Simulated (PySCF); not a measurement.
**Energy of Ba²⁺ (barium, charge +2) between two integer charges**

The 5p beta orbital of [Xe] is emptied in steps (occupation f), with all orbitals relaxed, ending at [Kr] 4d10 5s2 5p5. Computed with PySCF 2.14 in def2-TZVP with the def2 core potential (46 electrons) (6s4p3d1f, 40 functions), with scalar relativity through the core potential. The exact energy is a straight line in f; departures are measured from the line between the end points of the same method.

| f | UHF (eV) | LDA (eV) | PBE (eV) | PBE0 (eV) | r2SCAN (eV) | LC-wPBE (eV) | BHandHLYP (eV) | wB97X (eV) | TPSS (eV) | BLYP (eV) |
| --- | --- | --- | --- | --- | --- | --- | --- | --- | --- | --- |
| 1 | 0.000 | 0.000 | 0.000 | 0.000 | 0.000 | 0.000 | 0.000 | 0.000 | 0.000 | 0.000 |
| 0.9 | 0.044 | -0.503 | -0.493 | -0.362 | -0.466 | -0.101 | -0.230 | -0.148 | -0.476 | -0.491 |
| 0.7 | 0.102 | -1.172 | -1.144 | -0.840 | -1.072 | -0.230 | -0.535 | -0.340 | -1.104 | -1.142 |
| 0.5 | 0.120 | -1.392 | -1.353 | -0.993 | -1.253 | -0.267 | -0.637 | -0.397 | -1.303 | -1.353 |
| 0.3 | 0.100 | -1.165 | -1.128 | -0.827 | -1.028 | -0.217 | -0.535 | -0.325 | -1.084 | -1.131 |
| 0.1 | 0.043 | -0.497 | -0.478 | -0.351 | -0.430 | -0.089 | -0.229 | -0.139 | -0.460 | -0.482 |
| 0 | 0.000 | 0.000 | 0.000 | 0.000 | 0.000 | 0.000 | 0.000 | 0.000 | 0.000 | 0.000 |

Q: For wB97X, how does the orbital energy at f = 1 compare with the removal energy?

A: −ε = 35.597 eV against a total-energy difference of 37.240 eV. By Janak's theorem ε = ∂E/∂f, so the gap between them reflects the curvature. Along the path −ε is 35.934 (f = 0.9), 36.619 (f = 0.7), 37.292 (f = 0.5), 37.887 (f = 0.3), 38.467 (f = 0.1) eV.

| method | E(f=0) − E(f=1) (eV) | −ε at f=1 (eV) | −ε at f=0.5 (eV) |
| --- | --- | --- | --- |
| UHF | 36.072 | 36.567 | 36.066 |
| LDA | 36.988 | 31.390 | 37.010 |
| PBE | 37.039 | 31.553 | 37.087 |
| PBE0 | 37.108 | 33.079 | 37.145 |
| r2SCAN | 37.267 | 32.064 | 37.399 |
| LC-wPBE | 37.180 | 36.050 | 37.218 |
| BHandHLYP | 36.982 | 34.429 | 36.983 |
| wB97X | 37.240 | 35.597 | 37.292 |
| TPSS | 37.017 | 31.713 | 37.075 |
| BLYP | 36.866 | 31.401 | 36.897 |

Reference removal energy between the ground levels: 35.844 eV (measured; NIST Atomic Spectra Database, ionization energies). The calculation has no spin-orbit coupling. UHF lacks correlation.
